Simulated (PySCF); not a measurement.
**Polarisability and C₆ of Ru (ruthenium, neutral)**

[Kr] 4d7 5s1, high-spin 5F determinant. All numbers are calculated (PySCF 2.14, a scalar-relativistic core potential, in aug-cc-pwCVTZ-PP with ECP28MDF (8s8p7d4f3g, 122 functions)). Coupled (time-dependent) response in atomic units; α is the mean over directions.

```tsv
method	mean α (bohr³)	C₆ (like pair)	S(−4)
UHF	93.57	892.2	7505
PBE	57.40	529.7	2003
```

S(−4) is the Cauchy moment in α(ω) = α(0) + S(−4) ω² + …

Reference α: 72 ± 10 bohr³ (recommended; Schwerdtfeger and Nagle, table of static dipole polarizabilities (2023 update)). Published C₆: 809.0 (Gould and Bucko (2016)).

Spin-orbit coupling is absent.

Hartree-Fock lies above the reference because it lacks correlation, which contracts the outer shell.

α(iu) at PBE:

```
u (hartree)  α(iu) (bohr³)
          0          57.40
     0.0500          52.91
      0.100          43.55
      0.200          27.98
      0.300          19.61
      0.500          12.03
      0.750          7.904
       1.00          5.695
       1.50          3.416
       2.00          2.290
       3.00          1.230
       5.00         0.5152
```

A single London oscillator, α(iu) = α/(1 + u²/ω²), gives C₆ = (3/4) ω α². Matching the computed C₆ needs ω = 4 × 529.7 / (3 × 57.40²) = 0.214 hartree.

Energies and moments cover only the electrons outside the core potential.
